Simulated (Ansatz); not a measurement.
`[SiH3][SiH2]OBCl` + H₂ → `[SiH3][SiH3]` + `OBCl`  (hydrogenolysis of the Si–O bond)

Computed with Ansatz on PBE0-D4/def2-TZVP structures; ΔE is electronic, products minus reactants. CCSD(T)/CBS adds triple-zeta CCSD(T) − MP2 to the extrapolated MP2 energy (def2 sets, frozen cores). This one scheme is used for every species. Functionals use def2-TZVPP. One conformer a species, not always the lowest.

(1) Is it downhill or uphill in electronic energy at CCSD(T)/CBS, and by how much? (An estimate is asked.)

(2) What do these levels give: PBE-D4, ωB97X-V, B2PLYP, PBE, r2SCAN, PBE0, MP2/def2-TZVPP, CCSD(T)/def2-TZVPP, MP2/def2-QZVPP, HF/CBS(def2), MP2/CBS(def2), CCSD/CBS(def2)? (An estimate is asked.)

Largest T1 diagnostic among the species: 0.013.

Results:

(1) The calculation gave: Uphill: ΔE = +13.2 kcal/mol.

(2) Computed: PBE-D4 10.7, ωB97X-V 12.2, B2PLYP 12.1, PBE 9.0, r2SCAN 12.3, PBE0 9.2, MP2/def2-TZVPP 14.0, CCSD(T)/def2-TZVPP 12.4, MP2/def2-QZVPP 14.6, HF/CBS(def2) 11.3, MP2/CBS(def2) 14.8, CCSD/CBS(def2) 12.6 kcal/mol.

The D4 term adds +2.7 kcal/mol with B3LYP and +1.6 kcal/mol with PBE0; it sums over pairs of atoms, weighted by their polarisabilities, and B3LYP, whose exchange is more repulsive, gets the larger term. In def2-TZVPP, CCSD(T) changes the Hartree–Fock value by +1.5 kcal/mol (the triples alone add +0.6 kcal/mol) and MP2 by +3.2 kcal/mol.

B3LYP here is the variant with VWN-RPA as its local correlation; programs differ in this.
